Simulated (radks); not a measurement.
Fractional charge and spin in the 5p shell of terbium: the spin-up occupation runs from 2 to 3 and the spin-down occupation from 2 to 3; the fullest corner is Tb, [Kr] 4d10 4f(up 4.5, down 4.5) 5s2 6s2 5p(up 3, down 3). Calculated with a radial shooting solver on a logarithmic mesh with Libxc functionals: scalar-relativistic Kohn-Sham, r2SCAN, spin-polarised, spherical densities, finite nucleus; meta-GGA in the generalised Kohn-Sham scheme; Fermi nuclear charge, rms radius of each element as measured or else 0.836 A^(1/3) + 0.57 fm. Energy (eV) above the fullest corner. The planes named below are the two flat planes that join the four corners, with an edge along up + down = one added electron.

\begin{tabular}{lrrrrr}
down \ up & 2 & 2.25 & 2.5 & 2.75 & 3 \\ \hline
2 & 73.196 & 61.491 & 50.499 & 40.210 & 30.613 \\
2.25 & 61.491 & 50.590 & 40.385 & 30.866 & 22.020 \\
2.5 & 50.499 & 40.385 & 30.951 & 22.183 & 14.067 \\
2.75 & 40.210 & 30.866 & 22.183 & 14.145 & 6.734 \\
3 & 30.613 & 22.020 & 14.067 & 6.734 & 0.000 \\
\end{tabular}

Corners above the fullest one (they belong to Tb+ and the next ion): (up 3, down 2) 30.613 eV, (up 2, down 3) 30.613 eV, (up 2, down 2) 73.196 eV. With half an added electron in each spin the energy lies 0.338 eV from the planes, and with half an added electron in spin up alone -1.405 eV. The planes are only a guide here: the flat-plane condition holds for ground states with one frontier orbital, while this shell lies below other occupied shells, so the corners above the fullest one are inner-hole states and not the ground states of those ions.
